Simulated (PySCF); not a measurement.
Ca(Cl)2 cation (CaCl2), SMILES [Cl][Ca][Cl] (connectivity only; charge and spin as stated), charge +1, multiplicity 2. Geometry optimised at B3LYP-D3(BJ)/def2-TZVP. The multiplicity is an assumed one; other spin states were not compared. The isomer is the one that the SMILES or the coordinates give; other isomers of the formula were not compared.

The numbers are results of B3LYP-D3(BJ)/def2-TZVP in PySCF 2.14.0, not measurements.

Harmonic wavenumbers (cm⁻¹): 183, 257, 371. Rotational constants (GHz): 4.506, 3.798, 2.061; symmetry number 2.

Question: Work out the zero-point energy and the ideal-gas rigid-rotor harmonic-oscillator thermochemistry at 298.15 K and 1 atm.

Answer: ZPE = ½ Σ hcν = ½ × 811 cm⁻¹ = 4.85 kJ/mol. H − E(el) = 18.45 kJ/mol. Entropy in J/(mol K): translation 167.48, rotation 105.59, vibration 21.15, spin 5.76, total 299.98. G − E(el) = -70.99 kJ/mol. Cp = 54.79 J/(mol K).
